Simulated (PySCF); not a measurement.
## Structure from NMR data

Molecular formula: C₅H₇F₃O. Simulated spectra:

¹H NMR (600 MHz, computed): δ 5.86 (dd, J = 96.0, 76.1 Hz, 1H), 4.20 (ddd, J = 68.0, 7.8, 6.4 Hz, 1H), 3.08 (ddd, J = 7.8, 6.4, 1.1 Hz, 1H), 1.28 (dd, J = 7.4, 2.4 Hz, 3H), 0.61 (sext of d of d, J = 7.6, 7.2, 1.1 Hz, 1H).

¹³C{¹H} NMR (computed): δ 122.7 (CH, dd, J = 325.7, 313.6 Hz), 70.4 (CH, d, J = 294.3 Hz), 50.2 (CH, t, J = 7.2 Hz), 16.2 (CH, d, J = 8.1 Hz), 5.8 (CH3, d, J = 10.8 Hz).

PySCF 2.14.0 with density-fitted response routines calculation with PBE0/pcSseg-1 with gauge-including orbitals, J couplings at B3LYP/pcJ-1 (spin–dipole term only in couplings to heteroatoms) and PBE0-D3(BJ)/def2-SVP structure; relativity neglected, in vacuum, a single conformation, equivalent nuclei averaged.

Shifts are taken against calculated references (same method and geometry level): TMS for ¹H (σref 31.27), ¹³C (σref 184.41).

What is the structure?

Answers


- The formula gives 1 degree of unsaturation (1 ring in the answer).
- 5 carbon signals for 5 carbons: no two carbons are equivalent.
- Carbon types of the structure: 4 × CH, 1 × CH3, which accounts for all hydrogens.
- δC 122.7: sp3 CH bonded to 2 F and O; 3 electronegative neighbours deshield it.
- δC 70.4, 50.2, 16.2: three-membered-ring carbon.
- δC 5.8: methyl carbon; saturated and bonded to C and H only.
- δH 5.86: hydrogen on an sp3 CH bonded to 2 F and O; its carbon carries F and O, an electronegative neighbour.
- δH 4.20, 3.08, 0.61: hydrogen on a three-membered-ring carbon.
- δH 1.28: hydrogen on a methyl carbon; far from electronegative atoms and π systems.
- The protons at 0.61 and 4.20 share a coupling of 7.8 Hz (vicinal).
- The protons at 0.61 and 3.08 share a coupling of 7.8 Hz (vicinal).
- The protons at 1.28 and 0.61 share a coupling of 7.4 Hz (vicinal).
- The protons at 4.20 and 3.08 share a coupling of 6.4 Hz (vicinal).

Structure: `[C@@H]1(C)[C@H](F)[C@@H]1OC(F)F`.

This is the structure that produced the data.

C–F couplings over four or more bonds (about 3 Hz to the para carbon of a fluoroarene) are left out. Common functionals overestimate the size of one-bond C–F couplings by tens of Hz; these are unscaled. Splittings below 1 Hz are ignored in the labels, and close J values are merged. Unscaled 3J(H,H) at this level run about 10 % above measured values. Shifts are as computed. Against solution values, carbons near 30 ppm lie about +2 ppm off and those near 130 ppm about +5 ppm. Of 1313 compounds with measured shifts, 239 miss one by over three times the rms of a fit or turn the order of signals round; such compounds aren't used in these exercises.
